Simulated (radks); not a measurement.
Spherical jellium clusters: N electrons in a uniform positive sphere of charge N and radius rs N^(1/3), rs = 3.58 bohr. Level of theory: non-relativistic Kohn-Sham, LDA (Slater exchange, Perdew-Wang correlation), spin-polarised, spherical densities (a radial shooting solver with Libxc functionals). Levels are named by radial order and angular momentum (1s, 1p, 1d, 2s, ...), and open shells are averaged over m. Each electron was tried in the lowest free levels, single moves between levels near the top were tried too, and the lowest total energy was kept; such a search can miss a lower state. Energies include the self-energy of the background; IP and EA are vertical (highest electron removed, lowest free level filled), at fixed background; spill-out counts the electrons outside the background radius R, and alpha is the static dipole polarisability from linear response (closed shells only). A dash means not computed or, for alpha, an open shell; in EA it means that no bound solution was reached, which is typical of self-interaction and does not show that the anion is unstable. Real open-shell clusters deform, which this model forbids.

N        open shells  2S  E/N (eV)  E(N+1) + E(N-1) - 2E(N) (eV)  IP (eV)  EA (eV)  -e(HOMO) (eV)  spill-out (e)  alpha/R^3
1   1s(up 1, down 0)   1    -1.120                             -        -        -          3.219           0.42          -
2               none   0    -1.641                         1.314    5.739        -          3.482           0.60      1.735
3   1p(up 1, down 0)   1    -1.377                        -0.719    4.004        -          2.214           0.93          -
4   1p(up 2, down 0)   2    -1.424                        -0.532    4.646        -          2.812           1.12          -
5   1p(up 3, down 0)   3    -1.559                         0.315    5.014        -          3.204           1.25          -
6   1p(up 3, down 1)   2    -1.597                        -0.430    4.548        -          2.917           1.40          -
7   1p(up 3, down 2)   1    -1.685                        -0.315    4.889    1.728          3.260           1.52          -
8               none   0    -1.791                         1.454    5.115        -          3.507           1.63      1.499
9   1d(up 1, down 0)   1    -1.711                        -0.306    3.579        -          2.143           1.82          -
10  1d(up 2, down 0)   2    -1.678                        -0.266    3.875        -          2.446           1.98          -
11  1d(up 3, down 0)   3    -1.676                        -0.231    4.108    1.345          2.692           2.11          -
12  1d(up 4, down 0)   4    -1.692                        -0.200    4.296    1.557          2.895           2.22          -
13  1d(up 5, down 0)   5    -1.722                         0.371    4.450        -          3.066           2.31          -
14  1d(up 5, down 1)   4    -1.721                        -0.210    4.035    1.454          2.720           2.43          -
15  1d(up 5, down 2)   3    -1.734                        -0.181    4.218    1.652          2.911           2.53          -
16  1d(up 5, down 3)   2    -1.757                        -0.158    4.369    1.822          3.073           2.63          -
17  1d(up 5, down 4)   1    -1.786                        -0.139    4.495    1.971          3.212           2.71          -
18              none   0    -1.820                         0.236    4.603    1.789          3.333           2.79      1.379
19  2s(up 1, down 0)   1    -1.838                         0.209    4.337    1.658          3.100           2.97          -
20              none   0    -1.844                         0.591    4.133        -          2.940           3.18      1.418
21  1f(up 1, down 0)   1    -1.821                        -0.147    3.566    1.247          2.389           3.29          -
22  1f(up 2, down 0)   2    -1.807                        -0.136    3.695    1.391          2.527           3.38          -
23  1f(up 3, down 0)   3    -1.799                        -0.125    3.811    1.522          2.651           3.47          -
24  1f(up 4, down 0)   4    -1.798                        -0.115    3.914    1.641          2.763           3.55          -
25  1f(up 5, down 0)   5    -1.802                        -0.106    4.007    1.749          2.865           3.62          -
26  1f(up 6, down 0)   6    -1.809                        -0.098    4.091    1.850          2.958           3.69          -
27  1f(up 7, down 0)   7    -1.819                         0.330    4.168    1.530          3.043           3.76          -
28  1f(up 7, down 1)   6    -1.817                        -0.109    3.816    1.649          2.721           3.84          -
29  1f(up 7, down 2)   5    -1.819                        -0.101    3.912    1.757          2.823           3.92          -
30  1f(up 7, down 3)   4    -1.824                             -    3.998    1.856          2.916           3.99          -

All shells are closed at N = 2, 8, 18, 20 (there: 1s2 1p6 1d10 2s2); the second difference of the energy has clear peaks (12 % above both neighbours; the first and last values, which can be the largest, are not judged, and half-filled shells can peak too) at N = 5, 8, 13, 18, 20, 27.
